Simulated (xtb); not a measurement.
CF3O3S (SMILES O=S(=O)([O-])C(F)(F)F), charge -1, singlet, at a GFN2-xTB geometry. Base run: GFN2-xTB (xtb 6.7.1).

Here is a job for xtb.
```
$ xtb mol.xyz --gfn 2 --chrg -1 --json

# file mol.xyz
8

O      1.43759940    -0.31893974     1.17113549
S      0.92357543    -0.03591358    -0.15049648
O      1.20167442     1.28840781    -0.66027026
O      1.03510126    -1.11234754    -1.10960410
C     -0.92892797     0.03612172     0.15136868
F     -1.26275110     0.99198614     1.03329425
F     -1.40924817    -1.11942013     0.63811600
F     -1.61673848     0.29420318    -0.97256107
```

The base run was repeated with changes; each row names its change, and settings that it needs were set with it.

| change | ΔE vs base (kcal/mol) | HOMO-LUMO gap (eV) | G_solv (kcal/mol) | SCF cycles |
|---|---|---|---|---|
| base | 0.000 | 8.21 | - | 11 |
| gbsa = toluene | -45.78 | 8.21 | -45.90 | 11 |
| etemp = 10000 | -1.59 | 8.23 | - | 11 |
| acc = 30 | 0.000 | 8.21 | - | 9 |
| gbsa = thf | -45.75 | 8.19 | -45.99 | 11 |
| acc = 0.0001 | 0.000 | 8.21 | - | 16 |
| alpb = ch2cl2 | -49.83 | 8.21 | -49.98 | 11 |
| alpb = dmso | -51.59 | 8.21 | -51.72 | 11 |

ALPB and GBSA are two models with their own fitted parameters for each solvent, which aren't always the measured dielectric constant.
